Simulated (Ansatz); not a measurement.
## From GeH3Cl to GeClF3: predicting a member

On one Ge centre that keeps Cl, n of the H ligands are replaced by F. The atomisation energy (no zero-point term) y in kJ/mol at CCSD(T)/def2-TZVPP. Shapes, held fixed at every level: PBE0-D4/def2-TZVP. Programs: Ansatz 0.2.0.

| molecule | n | y (kJ/mol) |
| --- | --- | --- |
| GeH3Cl | 0 | 1267 |
| GeH2ClF | 1 | 1430 |
| GeHClF2 | 2 | ? |
| GeClF3 | 3 | 1757 |

Q: Fit y = c + s·n to the known rows and predict GeHClF2.

A: 
1. Means of the 3 rows: n = 1.33333, y = 1484.7.
2. Σ(Δn)² = 4.6667, Σ(Δn·Δy) = 762.33, so the slope is 762.33/4.6667 = 163.36.
3. Intercept: 1484.7 − (163.36) × 1.33333 = 1266.9. The largest residual of the fit is 0.3.
4. GeHClF2: 1266.9 + (163.36) × 2 = 1594 kJ/mol.

The run gave 1600 kJ/mol, so the prediction is off by -6 kJ/mol, more than the scatter of the fit. The steps per swap are +163, +170, +157 kJ/mol. The slope is the difference between a Ge–F and a Ge–H bond. Other levels give for GeHClF2: PBE-D4/def2-TZVPP 1655; wB97M-V/def2-TZVPP 1622; wB97X-V/def2-TZVPP 1642 kJ/mol. Relativity is left out for Ge unless named. Correlated rows may include outer-core shells of Ge, which these sets cover unevenly.
